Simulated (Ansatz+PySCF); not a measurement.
The numbers below are computed, except where a source is named.
## Ansatz (development build ahead of 0.2.0) run

```yaml
crystal:
  periodic: [false, false, false]
  atoms:
    - { symbol: Co, position_ang: [0.0, 0.0, 0.0] }
    - { symbol: O, position_ang: [0.0, 0.0, 2.0] }
    - { symbol: H, position_ang: [0.775, 0.0, 2.575] }
    - { symbol: H, position_ang: [-0.775, 0.0, 2.575] }
basis:
  gaussian: { orbitals: def2-SVP }
total_charge: 1
magnetization:
  spin_polarized: true
  initial_magnetization: 2
hamiltonian:
  xc: pbe
scf:
  omitted_lower_state_checks: [starts, atomic_configurations, cluster_reference, orbital_swaps, given_window_search, neighbouring_geometries, increment]
```

The input is written out in the form of the current development build from the run's settings.

Results

| Quantity | Value |
| --- | --- |
| Converged | yes |
| Total energy | -1458.33789 hartree |

Caution: another spin multiplicity may lie lower.
